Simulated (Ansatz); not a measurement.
C3H10BeSi, singlet, at a GFN2-xTB geometry (such geometries of metal compounds can be far from the true shape), with bond 8-3 at 1.4 times its length; SC-NEVPT2/STO-3G, CASSCF(4,6) in Ansatz (a program for electronic structure).

Ansatz was given this input:
Ansatz 0.2 input:
```yaml
crystal:
  periodic: [false, false, false]
  atoms:
    - {symbol: Be, position_ang: [-0.06960444, 0.15480777, 0.45744303]}
    - {symbol: C, position_ang: [-0.99678458, -0.83942930, -0.63679167]}
    - {symbol: C, position_ang: [-0.23296978, -2.12419108, -1.01344210]}
    - {symbol: C, position_ang: [-1.27460506, -0.05191600, -1.93321915]}
    - {symbol: H, position_ang: [-1.98357063, -1.18492196, -0.29695682]}
    - {symbol: H, position_ang: [-0.78434206, -2.69423634, -1.76442496]}
    - {symbol: H, position_ang: [0.74782253, -1.89546645, -1.42881938]}
    - {symbol: H, position_ang: [-0.03166225, -3.02143893, 0.20213544]}
    - {symbol: H, position_ang: [-1.89377783, 0.82240057, -1.73863531]}
    - {symbol: H, position_ang: [-1.79720801, -0.67815248, -2.65956423]}
    - {symbol: H, position_ang: [-0.34955517, 0.28770142, -2.39793016]}
    - {symbol: Si, position_ang: [1.19374388, 1.43534242, 1.70343587]}
    - {symbol: H, position_ang: [1.26859834, 1.11316185, 3.13879427]}
    - {symbol: H, position_ang: [0.84800209, 2.86674877, 1.75577645]}
    - {symbol: H, position_ang: [2.62536953, 1.50704019, 1.35977601]}
basis:
  gaussian:
    orbitals: STO-3G
magnetization: {spin_polarized: false}
correlation: {method: sc_nevpt2, electrons: all, active_space: {window: {electrons: 4, orbitals: 6}}}
```

Question: What does Ansatz print? Leave out banner, timings and long lists.

Answer: 
```
Functional definition: HF
507 factors; integrals over basis functions are off by at most 2.8e-4 eV
mean field evaluation 1: about -11371.9136 eV, gradient 1.6e1 eV
mean field evaluation 2: about -11372.7981 eV, gradient 1.6e1 eV
mean field evaluation 4: about -11374.2871 eV, gradient 1.1e0 eV
mean field evaluation 8: about -11374.2938 eV, gradient 1.3e-1 eV
mean field -11374.29395131 eV, -417.9975929372 hartree, gradient 1.1e-6 eV, S^2 0.000000; 0 other end points of the search recorded, 0 dependent functions left out
reference -11374.29395131 eV, -417.9975929372 hartree; 23, 23 occupied and 16, 16 virtual orbitals, 507 factors
state -11375.88433051 eV, -418.0560382950 hartree
state -11375.88433051 eV, -418.0560382950 hartree; corrected -11381.20416308 eV, -418.2515385360 hartree
state -11375.82713914 eV, -418.0539365509 hartree
state -11375.82713914 eV, -418.0539365509 hartree; corrected -11381.18822199 eV, -418.2509527118 hartree
state -11375.88433051 eV, -418.0560382950 hartree; corrected -11381.20416308 eV, -418.2515385360 hartree
state -11375.73038154 eV, -418.0503807745 hartree
state -11375.73038154 eV, -418.0503807745 hartree; corrected -11381.23640239 eV, -418.2527233086 hartree
state -11375.73038154 eV, -418.0503807745 hartree; corrected -11381.23640239 eV, -418.2527233086 hartree
the orbitals are reached from a further start. From the first start the search ends at -11375.88429767 eV, -418.0560370879 hartree
WARN: the results are in doubt because another end's mean lies 0.154 eV lower, and its corrected mean 0.032 eV higher
Total energy: -11381.23640239 eV, -418.2527233086 hartree
In doubt: another end's mean lies 0.154 eV lower, and its corrected mean 0.032 eV higher
```
